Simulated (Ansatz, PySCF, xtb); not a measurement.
Dimer: CH4 (SMILES C) (first 5 atoms) with H2S (SMILES S); geometry from B3LYP-D3(BJ)/def2-TZVP, rigid monomers moved along the line of their centres of mass till C1···H8 is 4.18 Å.
(charge 0, multiplicity 1):
```xyz
8

C     -0.00797    -0.05673     0.16889
H     -0.85350     0.21771     0.79809
H     -0.21598     0.22549    -0.86208
H      0.88816     0.45910     0.51156
H      0.15033    -1.13340     0.22229
S      0.57077    -0.09256     5.30127
H      0.50803     1.01561     4.54665
H      0.58981    -0.89075     4.22261
```

Interaction energies are E(AB) − E(A) − E(B) at the monomers' geometry in the complex; basis-set methods are counterpoise corrected. Rows marked so take none.

Correlated levels freeze the cores. Rows in STO-3G carry no dispersion term and start afresh at each structure.

The values were computed with Ansatz (an electronic-structure program); PySCF for STO-3G rows; xtb for the GFN methods. Each number belongs to the level named beside it.

Task: What is the computed interaction energy (GFN2-xTB)?

Result: -0.3 kcal/mol
